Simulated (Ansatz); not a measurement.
Calculated with Ansatz (gas phase, PBE0-D4/def2-TZVP geometries, no zero-point term in ΔE). CCSD(T)/CBS is the MP2 limit (def2-TZVPP, def2-QZVPP) plus CCSD(T) − MP2 in def2-TZVPP, frozen cores. This one scheme is used for every species. DFT in def2-TZVPP. HSE06 is defined as in plane-wave codes. Each species was taken in one conformer, which may not be the lowest.

Reaction (formal hydrolysis of the Si–N bond): `N[Si](N)(N)N` + H₂O → `N[Si](N)(N)O` + NH₃

| level | ΔE (kJ/mol) | difference from CCSD(T)/CBS |
| --- | --- | --- |
| revPBE-D4 | -51.7 | 3.1 |
| r2SCAN0-D4 | -59.2 | -4.4 |
| HSE06-D4 | -54.5 | 0.3 |
| B2PLYP | -59.9 | -5.1 |
| BLYP | -60.6 | -5.8 |
| PBE0 | -56.5 | -1.7 |
| r2SCANh | -60.5 | -5.7 |
| SCS-MP2/def2-TZVPP | -58.8 | -4.0 |
| CCSD(T)/def2-TZVPP | -57.8 | -3.0 |
| SCS-MP2/def2-QZVPP | -57.0 | -2.2 |
| CCSD(T)/CBS | -54.8 | 0 |

Q: What do rigid-rotor, harmonic-oscillator terms from PBE0-D4/def2-TZVP frequencies (298.15 K, 1 bar) make of the CCSD(T)/CBS value? (Estimate.)

A: Computed: ΔZPE = +4.1 kJ/mol, ΔH = -52.1 kJ/mol, ΔS = 0 J/(mol·K), ΔG = -52.1 kJ/mol.

Largest T1 diagnostic among the species: 0.010.

In def2-TZVPP, CCSD(T) changes the Hartree–Fock value by +6.5 kJ/mol (the triples alone add +0.7 kJ/mol) and MP2 by +7.5 kJ/mol. Leaving LDA and LC-ωPBE aside and taking each functional with its dispersion term where it has one, the values, not all of them listed here, spread over 10.5 kJ/mol, from B97M-V to revPBE-D4.
